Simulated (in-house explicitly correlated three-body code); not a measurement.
The numbers below are computed, except where a source is named.
**Two electrons around a charge Z: errors of exchange and correlation functionals on the exact density**

The exact non-relativistic ground state comes from a variational code in 260 exponentially correlated functions, the Kohn-Sham parts from inverting its density (past Z = 6 the correlation energy is taken as exact minus Hartree-Fock, equal to within microhartrees), and self-consistent runs (Hartree-Fock is restricted) from a B-spline radial code. Z may be fractional; the second electron is bound down to Z = 0.911.

Each entry is functional minus exact.

| Z | revTPSS x (mEh) | revTPSS c (mEh) | LDA VWN5 x (mEh) | LDA VWN5 c (mEh) | SCAN x (mEh) | SCAN c (mEh) |
| --- | --- | --- | --- | --- | --- | --- |
| 0.93 | -15.85 | +12.79 | +31.63 | -19.78 | -16.14 | +18.00 |
| 1.155 | -7.23 | +1.09 | +62.31 | -40.81 | -8.09 | +8.15 |
| 1.38 | ? | ? | ? | ? | ? | ? |
| 1.8 | -4.52 | -3.46 | +123.1 | -65.21 | -5.44 | +4.60 |
| 2.12 | -4.14 | -4.12 | +152.0 | -73.67 | -5.07 | +4.03 |
| 2.72 | -3.78 | -4.74 | +205.8 | -86.60 | -4.71 | +3.39 |
| 3.28 | -3.59 | -5.02 | +255.9 | -96.41 | -4.52 | +3.02 |
| 4.2 | -3.41 | -5.22 | +337.9 | -109.6 | -4.35 | +2.62 |
| 5.4 | ? | ? | ? | ? | ? | ? |
| 6.3 | -3.22 | -5.31 | +524.9 | -131.6 | -4.16 | +2.10 |

(1) What belongs in the row Z = 5.4?

(2) What belongs in the row Z = 1.38?

(3) How do the exchange errors scale with Z?

Answers

(1) revTPSS x (mEh): -3.28; revTPSS c (mEh): -5.30; LDA VWN5 x (mEh): +444.8; LDA VWN5 c (mEh): -123.1; SCAN x (mEh): -4.22; SCAN c (mEh): +2.28.

(2) revTPSS x (mEh): -5.61; revTPSS c (mEh): -1.55; LDA VWN5 x (mEh): +84.39; LDA VWN5 c (mEh): -51.17; SCAN x (mEh): -6.52; SCAN c (mEh): +6.09.

(3) revTPSS +4.93 % in the size of E_x at Z = 0.93 and +0.09 % at 6.3; LDA VWN5 -9.83 % in the size of E_x at Z = 0.93 and -14.13 % at 6.3; SCAN +5.02 % in the size of E_x at Z = 0.93 and +0.11 % at 6.3. Exchange scales linearly under uniform scaling of the density, so its relative error changes only with the density's shape.
